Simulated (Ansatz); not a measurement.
Geometry optimisation, Ansatz, UKS revPBE-D4/def2-SVP.

input.yaml

```yaml
crystal:
  periodic: [false, false, false]
  atoms:
    - { symbol: Sn, position_ang: [-1.626802, 1.614203, 0.499856] }
    - { symbol: Si, position_ang: [1.213444, -0.779604, -0.133741] }
    - { symbol: "N", position_ang: [-0.517449, -0.1916, 0.242612] }
    - { symbol: H, position_ang: [0.905754, -1.998991, 0.618985] }
    - { symbol: H, position_ang: [-1.18057, 2.56748, -0.900752] }
    - { symbol: H, position_ang: [-3.260022, 0.97235, 0.433837] }
    - { symbol: H, position_ang: [1.542695, 0.684009, -0.742183] }
    - { symbol: H, position_ang: [2.547415, -0.593686, 0.629288] }
    - { symbol: H, position_ang: [1.323365, -1.388705, -1.52527] }
    - { symbol: H, position_ang: [-0.947631, -0.885655, 0.877269] }
magnetization:
  spin_polarized: true
basis:
  gaussian: { orbitals: def2-SVP }
hamiltonian:
  xc: revpbe
  dispersion: d4
relax:
  f_tol: 0.03
  max_steps: 50
```

Launched with:

```bash
$ ansatz run input.yaml --threads 2 --pin off --max-ram 3072MiB --backend cpu --events-out ev --progress --plain --runs-dir out
```

Q: Where does it end, and by what steps?

A: It converged. The force dipped under the threshold on the way, but the program's further checks kept it going. After 40 steps the energy has fallen by 3.406 eV; H5 moved furthest, 2.18 Å. Parted: Sn1–H5, Si2–H7. Joined: H5–H7.

| step | energy less start (eV) | largest force component (eV/Å) | accepted |
| --- | --- | --- | --- |
| 0 | 0.0000 | 1.724 | yes |
| 2 | -0.2342 | 0.719 | yes |
| 4 | -0.2966 | 0.129 | yes |
| 6 | -0.3145 | 0.156 | yes |
| 8 | -0.3786 | 0.578 | yes |
| 10 | -0.9901 | 1.632 | yes |
| 12 | -2.2356 | 3.315 | yes |
| 14 | -3.0480 | 0.666 | yes |
| 16 | -3.2697 | 1.126 | yes |
| 18 | -3.3683 | 0.321 | yes |
| 20 | -3.3871 | 0.037 | yes |
| 22 | -3.3884 | 0.050 | yes |
| 24 | -3.3894 | 0.023 | yes |
| 26 | -3.3898 | 0.082 | yes |
| 28 | -3.3903 | 0.060 | yes |
| 30 | -3.3908 | 0.105 | yes |
| 32 | -3.3915 | 0.141 | yes |
| 34 | -3.3944 | 0.144 | yes |
| 36 | -3.3045 | 1.074 | no |
| 38 | -3.4028 | 0.104 | yes |
| 40 | -3.4062 | 0.029 | yes |

```xyz
10
Properties=species:S:1:pos:R:3
Sn -1.398 1.257 1.375
Si 0.985 -1.006 0.307
N -0.668 -0.407 0.336
H 1.119 -2.380 0.923
H 0.710 2.157 -1.915
H -3.080 0.910 0.780
H 0.347 1.547 -1.624
H 1.813 -0.034 1.104
H 1.533 -1.092 -1.096
H -1.360 -0.951 -0.192
```

Whether the end is a true minimum wasn't checked by a vibrational analysis.

The run took 2.4 min on 2 threads of Arm Neoverse V1, with other jobs on the host, peak memory 0.22 GiB.
